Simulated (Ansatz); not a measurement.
Program: Ansatz 0.2.0.

A structure relaxed at PBE0-D4/def2-TZVP, charge 0, multiplicity 1:

```xyz
12

F     0.928    0.994    1.608
C     0.676    1.500    0.409
F    -0.534    2.035    0.428
F     1.563    2.441    0.156
O     0.825    0.557   -0.573
C    -0.130   -0.382   -0.887
F     0.420   -1.116   -1.846
F    -1.236    0.188   -1.365
C    -0.537   -1.341    0.270
F    -1.229   -0.693    1.197
F    -1.291   -2.313   -0.222
F     0.545   -1.870    0.822
```

Task: Give its formula and SMILES.

Result: C3F8O, `FC(F)(F)OC(F)(F)C(F)(F)F`.

Task: Summarise the bond lengths by kind.

Result: 8 × C–F 1.317 to 1.333 Å; 2 × C–O 1.370 to 1.376 Å; 1 × C–C 1.557 Å.
